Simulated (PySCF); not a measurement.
**Working out the ionisation energy of C²⁺**

C²⁺ [He] 2s2 (1S) → C³⁺ [He] 2s1 (2S). Calculation: PySCF 2.14, in x2c-TZVPPall with one added diffuse shell each of s, p, d type (6s4p3d1f, 40 functions); the spin-free X2C one-electron Hamiltonian (Gaussian nucleus). Frozen: nothing. Energies in hartree (1 hartree = 27.21139 eV):

```json
{"part": "UHF", "C²⁺ (lower)": "-36.422570", "C³⁺ (upper)": "-34.739623"}
{"part": "MP2 opposite-spin", "C²⁺ (lower)": "-0.057692", "C³⁺ (upper)": "-0.014625"}
{"part": "MP2 same-spin", "C²⁺ (lower)": "-0.000332", "C³⁺ (upper)": "-0.000159"}
```

Q: What does Hartree-Fock give?

A: (-34.739623) − (-36.422570) = 1.682947 hartree = 45.795 eV.

Q: What do MP2 and SCS-MP2 (6/5 opposite-spin, 1/3 same-spin) give?

A: The opposite-spin parts differ by 1.172 eV and the same-spin parts by 0.005 eV. MP2: 45.795 + (1.172) + (0.005) = 46.972 eV. SCS-MP2: 45.795 + 1.2 × (1.172) + (0.005)/3 = 47.203 eV.

Measured between the centres of the two terms (NIST): 47.888 eV, so MP2 (valence and next inner shell) is off by -0.916 eV.

What remains against the reference includes basis incompleteness and correlation beyond second order.
